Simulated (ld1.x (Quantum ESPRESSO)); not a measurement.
## Co (Z = 27): one change to a PAW potential, before and after

| Property | Result |
| --- | --- |
| Element | Co (Z = 27) |
| Generator | ld1.x (Quantum ESPRESSO) 7.5 |
| Type | PAW |
| Functional | LDA (PZ) |
| Relativity | scalar-relativistic |
| Frozen core | [Ne] 3s2 |
| Valence charge | 15 |
| Reference configuration | 3p6 3d7 4s2 4p0 |
| Partial waves | 4s (bound): rcut 1.85, rcutus 2.20 bohr; 4s channel at 2.75 Ry: rcut 1.85, rcutus 2.20 bohr; 3p (bound): rcut 1.15, rcutus 1.35 bohr; 4p (bound, empty): rcut 1.15, rcutus 1.35 bohr; 3d (bound): rcut 1.00, rcutus 1.10 bohr; 3d channel at 0.85 Ry: rcut 1.00, rcutus 1.10 bohr |
| Local potential | all-electron potential smoothed inside 1.30 bohr (lloc = -1) |
| Core correction | Bessel-smoothed model core, default radius (core density twice the valence density) |
| Augmentation charge | PSQ, inside the norm-conserving radii |

Change: wave 3d channel at 0.85 Ry: rcut 1.00, rcutus 1.10 bohr becomes 3d channel at 0.62 Ry: rcut 1.00, rcutus 1.10 bohr.

Cutoffs: the cutoffs (Ry, on a coarse ladder) from which the occupation-weighted sum of valence levels, in a spherical-Bessel basis at the reference potential, stays within 10 and 1 mRy of its value at 400 Ry; they do not see the model core or the augmentation charge, which bear on the density cutoff. Errors are all-electron minus pseudo energies relative to the spin-unpolarised reference configuration.

Task: How do hardness, ghosts and transferability respond?

Result: The potential gets neither clearly harder nor softer (90 Ry and 160 Ry → 90 Ry and 160 Ry); both files keep a bound ghost (s); of the 9 tests that both files solve, the error grows in 0 and shrinks in 2 by more than 15 % and 0.3 meV (median size 4.9 → 4.9 meV).

```tsv
quantity	base	changed
cutoff, loose	90 Ry	90 Ry
cutoff, tight	160 Ry	160 Ry
bound ghosts	s	s
error for 3p6 3d7 4s1 4p0, meV [ΔE 9.30 eV]	-1.8	-1.7
error for 3p6 3d7 4s0 4p0, meV [ΔE 26.38 eV]	-4.0	-4.1
error for 3p6 3d6 4s0 4p0, meV [ΔE 62.57 eV]	-31	-28
error for 3p6 3d6 4s2 4p0, meV [ΔE 15.46 eV]	-20	-12
error for 3p5 3d7 4s2 4p0, meV [ΔE 73.42 eV]	-58	-43
error for 3p6 3d7 4s1.5 4p0, meV [ΔE 3.72 eV]	-0.6	-0.6
error for 3p6 3d8 4s0 4p0, meV [ΔE 6.71 eV]	-16	-15
error for 3p6 3d7 4s2 4p0 (spin-polarised), meV [ΔE -1.98 eV]	-3.8	-3.8
error for 3p6 3d7 4s1 4p0 (spin-polarised), meV [ΔE 6.72 eV]	-4.9	-4.9
s: phases at 2.39 bohr within 0.05 rad from the reference energy up to (Ry; the scan ends near 5)	to the end of the scan	to the end of the scan
p: phases at 2.39 bohr within 0.05 rad from the reference energy up to (Ry; the scan ends near 5)	to the end of the scan	to the end of the scan
d: phases at 2.39 bohr within 0.05 rad from the reference energy up to (Ry; the scan ends near 5)	to the end of the scan	to the end of the scan
lowest overlap eigenvalue by channel	s 0.43, p 0.14, d 0.90	s 0.43, p 0.14, d 0.87
```

 A true bound ghost makes a file unfit for plane-wave use even where its test errors are small: the radial tests pick states by their node count and pass the ghost by.
